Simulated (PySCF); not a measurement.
Bond stretch in BeO, singlet.

Level of theory: unrestricted PBE0/cc-pVDZ (PySCF 2.14.0).

Q: Relative to R = 1.35 Å, what are the energies at R = 1.18, 1.46, 2.01, 3.96 Å?

A: 30.2 mEh at 1.18 Å, 10.8 mEh at 1.46 Å, 83.0 mEh at 2.01 Å, 183.5 mEh at 3.96 Å.

The unrestricted determinant behind UKS-PBE0 is spin-contaminated at 1.54 to 5.26 Å (<S²> up to 1.1, against 0.00 for a pure singlet).
